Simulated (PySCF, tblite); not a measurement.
C7H11N.
SMILES with atom numbers: `[CH2:1]=[N:2][C:3](=[CH2:4])[CH2:5]/[CH:6]=[CH:7]/[CH3:8]` (hydrogens: H9, H10 on C1; H11, H12 on C4; H13, H14 on C5; H15 on C6; H16 on C7; H17, H18, H19 on C8)

Geometry (GFN2-xTB, Å), atoms numbered from 1 in this order:
```
atom  x, y, z in Å
C1    -2.1515   -1.2052    0.6359
N2    -1.8731   -0.4607   -0.3323
C3    -1.3959    0.8311   -0.2028
C4    -2.0445    1.7783    0.4695
C5    -0.1245    1.0717   -0.9799
C6     1.0291    0.4881   -0.2169
C7     1.6050   -0.6651   -0.5110
C8     2.7246   -1.2813    0.2596
H9    -2.0000   -0.9378    1.6855
H10   -2.5597   -2.1847    0.4294
H11   -2.9566    1.5650    1.0010
H12   -1.7152    2.8019    0.4570
H13    0.0194    2.1435   -1.1216
H14   -0.2131    0.5827   -1.9510
H15    1.3486    1.0529    0.6498
H16    1.2666   -1.2296   -1.3708
H17    3.0078   -0.6587    1.1049
H18    2.4292   -2.2633    0.6293
H19    3.5940   -1.4196   -0.3833
```

Theory: PBE0/pcSseg-1 in PySCF (dipole) on a GFN2-xTB geometry, gas phase.

Masses are those of the commonest isotopes; rigid-rotor values at the optimised geometry. The values belong to one conformer with, in the numbering `[CH2:1]=[N:2][C:3](=[CH2:4])[CH2:5]/[CH:6]=[CH:7]/[CH3:8]`, C1–N2–C3–C4 -57°, N2–C3–C5–C6 -78°, C3–C5–C6–C7 102°.

(1) Give the principal moments of inertia and the rotational constants in MHz.

(2) Classify the top.

(3) Is it planar, by Δ = Ic − Ia − Ib?

(4) Give the other two planar moments, Paa and Pbb, and the rms extents of the mass along the axes.

(5) Where do the levels up to J = 3 lie, in MHz?

(6) Which lines would a microwave search look for?

Answers

(1) Ia = 151.17, Ib = 415.09, Ic = 504.20 u·Å²; 505379 MHz·u·Å²/I gives A = 3343, B = 1218, C = 1002 MHz.

(2) An asymmetric top: κ = (2 × 1218 − 3343 − 1002)/(3343 − 1002) = -0.82.

(3) Not planar: Δ = Ic − Ia − Ib = -62.06 u·Å². For a rigid frame Δ = −2 Σ m c², so Σ m c² = 31.03 u·Å² lies off the ab plane: 12.21 from hydrogen and 18.82 from heavier atoms. The atom farthest from that plane is 1.67 Å away.

(4) Paa = Σ m a² = (Ib + Ic − Ia)/2 = 384.06 and Pbb = Σ m b² = (Ia + Ic − Ib)/2 = 120.14 u·Å². With the mass M = 109.09 u, the rms extents √(P/M) along a, b and c are 1.88, 1.05, 0.53 Å.

(5) Above 0(0,0):
J = 1: 1(0,1) 2220, 1(1,1) 4346, 1(1,0) 4561
J = 2: 2(0,2) 6644, 2(1,2) 8570, 2(1,1) 9216, 2(2,1) 15593, 2(2,0) 15608
J = 3: 3(0,3) 13242, 3(1,3) 14898, 3(1,2) 16188, 3(2,2) 22252, 3(2,1) 22329, 3(3,1) 33428, 3(3,0) 33429
Those of J = 1 are B + C, A + C and A + B.

(6) The dipole components are |μa| = 0.52 D, |μb| = 0.68 D, |μc| = 1.11 D. Intensities carry the squares of the components, which stand as 0.22 : 0.37 : 1.00 (a : b : c). Some lines, for components of 0.1 D or more:

```tsv
type	branch	J(Ka,Kc)	MHz	lower level (cm⁻¹)
a	Q	2(1,1) ← 2(1,2)	646	0.286
c	Q	3(1,3) ← 3(0,3)	1655	0.442
a	Q	4(1,3) ← 4(1,4)	2147	0.778
a	R	1(0,1) ← 0(0,0)	2220	0.000
b	R	1(1,1) ← 0(0,0)	4346	0.000
c	R	1(1,0) ← 0(0,0)	4561	0.000
b	Q	2(2,1) ← 2(1,2)	7023	0.286
b	Q	3(2,2) ← 3(1,3)	7355	0.497
a	R	4(0,4) ← 3(0,3)	8729	0.442
c	R	3(1,2) ← 2(0,2)	9544	0.222
c	Q	3(3,1) ← 3(2,1)	11099	0.745
b	Q	3(3,1) ← 3(2,2)	11176	0.742
c	R	4(2,2) ← 3(1,2)	15159	0.540
b	Q	4(4,1) ← 4(3,2)	15607	1.412
c	R	4(2,3) ← 3(1,3)	16222	0.497
b	R	4(2,2) ← 3(1,3)	16450	0.497
c	R	3(3,0) ← 2(2,0)	17821	0.521
b	R	3(3,0) ← 2(2,1)	17836	0.520
b	R	4(3,1) ← 3(2,2)	20089	0.742
```

Its GFN2-xTB frequencies are all real (lowest 35 cm⁻¹). These are rigid-rotor constants of the computed structure; measured ground-state constants (B0) also hold zero-point vibration. A rigid rotor knows nothing of internal rotation, which can split or shift real lines. Quadrupole hyperfine structure (14N) is left out.

On one thread, Arm Neoverse V2 (aarch64), on a shared host, this took 33 s wall (grids of density and orbitals included) and 0.89 GiB of memory at its peak. This is the PBE0/pcSseg-1 job that gave the dipole, with the shieldings it also computed.
